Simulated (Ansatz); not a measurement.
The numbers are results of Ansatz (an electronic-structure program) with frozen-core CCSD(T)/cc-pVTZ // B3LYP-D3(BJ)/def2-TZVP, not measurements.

Ansatz 0.2 input:
```yaml
crystal:
  periodic: [false, false, false]
  atoms:
    - { symbol: O, position_ang: [-0.466335, 1.207388, -0.47412] }
    - { symbol: B, position_ang: [-0.000003, -0.000001, -0.026457] }
    - { symbol: O, position_ang: [-0.88173, -0.991633, 0.312473] }
    - { symbol: O, position_ang: [1.348063, -0.215746, 0.08229] }
    - { symbol: H, position_ang: [0.240579, 1.82591, -0.68196] }
    - { symbol: H, position_ang: [-1.8, -0.729239, 0.196608] }
    - { symbol: H, position_ang: [1.559426, -1.096681, 0.405981] }
basis:
  gaussian: { orbitals: cc-pVTZ }
correlation:
  method: ccsd_t
```

Output:

```
Functional definition: HF
979 factors; integrals over basis functions are off by at most 8.2e-4 eV
mean field evaluation 1: about -6834.0864 eV, gradient 5.0e1 eV
mean field evaluation 2: about -6834.0888 eV, gradient 5.0e1 eV
mean field evaluation 4: about -6838.2253 eV, gradient 2.6e0 eV
mean field evaluation 8: about -6838.2491 eV, gradient 5.6e-5 eV
mean field evaluation 16: about -6838.2483 eV, gradient 4.3e-1 eV
mean field -6838.24908025 eV, -251.3010185676 hartree, gradient 1.0e-6 eV, S^2 0.000000; 0 other end points of the search recorded, 0 dependent functions left out
4 core orbitals not correlated
reference -6838.24908025 eV, -251.3010185676 hartree; 12, 12 occupied and 146, 146 virtual orbitals, 979 factors
second order -22.25397933 eV of doubles, -0.00000000 eV of singles
cycle   1  -21.98014464 eV  change    2.7e-1 eV  update   8.6e-2
cycle   2  -22.41468933 eV  change   -4.3e-1 eV  update   2.3e-2
cycle   3  -22.50963902 eV  change   -9.5e-2 eV  update   1.2e-2
cycle   4  -22.49324422 eV  change    1.6e-2 eV  update   2.3e-3
cycle   5  -22.49293199 eV  change    3.1e-4 eV  update   1.0e-3
cycle   6  -22.49330491 eV  change   -3.7e-4 eV  update   2.6e-4
cycle   7  -22.49310761 eV  change    2.0e-4 eV  update   8.4e-5
cycle   8  -22.49305345 eV  change    5.4e-5 eV  update   2.2e-5
cycle   9  -22.49305267 eV  change    7.8e-7 eV  update   6.8e-6
perturbative correction -0.78992056 eV, -0.0290290451 hartree
Total energy: -6861.53205349 eV, -252.1566520522 hartree
```

Cost: about 30 core-seconds (a rough figure).
